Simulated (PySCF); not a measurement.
## Selenium: a sound run and one with changed settings

Sound run: Se [Ar] 3d10 4s2 4p4, Se⁺ [Ar] 3d10 4s2 4p3. All numbers are calculated (PySCF 2.14, the non-relativistic Hamiltonian (point nucleus), in 6-31G* (5s4p3d, 32 functions)). In the sound run the correlated levels freeze [Ar] 3d10. The sound run starts from symmetry-adapted Hartree-Fock orbitals and uses a fine grid where one is needed.

Changed run: the spin-free X2C one-electron Hamiltonian (Gaussian nucleus). This setting is unsound on purpose.

| species | method | sound run (hartree) | changed run (hartree) | converged |
| --- | --- | --- | --- | --- |
| Se | UHF | -2399.52343 | -2421.45809 | yes |
| Se | M06-L | -2401.10445 | -2423.03925 | yes |
| Se | MN15 | -2401.51602 | -2423.44469 | yes |
| Se | MP2 | -2399.59300 | -2421.52738 | yes |
| Se | CCSD(T) | -2399.60974 | -2421.54389 | yes |
| Se⁺ | UHF | -2399.21035 | -2421.14499 | yes |
| Se⁺ | M06-L | -2400.76023 | -2422.69533 | yes |
| Se⁺ | MN15 | -2401.16929 | -2423.09808 | yes |
| Se⁺ | MP2 | -2399.26649 | -2421.20079 | yes |
| Se⁺ | CCSD(T) | -2399.28212 | -2421.21613 | yes |

Ionisation energy of Se:

| method | sound run (eV) | changed run (eV) |
| --- | --- | --- |
| UHF | 8.519 | 8.520 |
| M06-L | 9.367 | 9.359 |
| MN15 | 9.435 | 9.432 |
| MP2 | 8.885 | 8.887 |
| SCS-MP2 | 8.902 | 8.904 |
| CCSD | 8.904 | 8.908 |
| CCSD(T) | 8.915 | 8.919 |

Most of the change in total energy is the relativistic energy itself. On top of that the contraction fixes the core shape for the Hamiltonian it was made with, so the changed run is not a good calculation with the other Hamiltonian either.

For comparison, NIST gives 9.752 eV between the lowest levels.
